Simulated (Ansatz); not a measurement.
`C[SiH2]SSC`, charge 0, multiplicity 1.

Q: Give a relaxed structure at PBE0-D4/def2-TZVP (the Gaussian-basis code of Ansatz). (Estimate.)

A: Computed: 
```xyz
13

C     1.396    1.268   -1.356
Si    0.110    1.388   -0.016
S    -1.670    0.291   -0.509
S    -0.822   -1.585   -0.507
C    -1.047   -2.095    1.204
H     1.022    1.695   -2.289
H     1.660    0.223   -1.532
H     2.300    1.808   -1.063
H    -0.346    2.793    0.176
H     0.641    0.869    1.273
H    -0.516   -1.428    1.883
H    -0.622   -3.099    1.279
H    -2.106   -2.131    1.459
```
This is one stationary point; other conformers may exist.
